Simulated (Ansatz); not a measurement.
`CC([SiH3])I` → `[SiH3]CI` + `[CH2]` (triplet)  (formal loss of a carbene)

Program: Ansatz. Geometries: PBE0-D4/def2-TZVP. ΔE: electronic, gas phase. CCSD(T)/CBS adds triple-zeta CCSD(T) − MP2 to the extrapolated MP2 energy (def2 sets, frozen cores). This one scheme is used for every species. DFT in def2-TZVPP. Triplets are unrestricted, without spin–orbit coupling. Elements past krypton have def2 core potentials. For I outer-core shells are correlated without core-valence functions, which leaves a few kJ/mol of doubt a bond.

| species | r2SCAN energy (Eh) |
| --- | --- |
| `CC([SiH3])I` | -667.69821 |
| `[SiH3]CI` | -628.39546 |
| `[CH2]` (triplet) | -39.14627 |

(1) Work out ΔE.

Largest T1 diagnostic among the species: 0.011.

## Answers

(1) ΔE = (-628.39546) + (-39.14627) − (-667.69821) = 0.15648 Eh = +410.8 kJ/mol. CCSD(T)/CBS gives +437.5 kJ/mol.

From PBE to PBE0 (25 % exact exchange), in def2-TZVPP and without D4, ΔE moves by −8.3 kJ/mol. In def2-TZVPP, CCSD(T) changes the Hartree–Fock value by +144.2 kJ/mol (the triples alone add +12.8 kJ/mol) and MP2 by +160.2 kJ/mol.
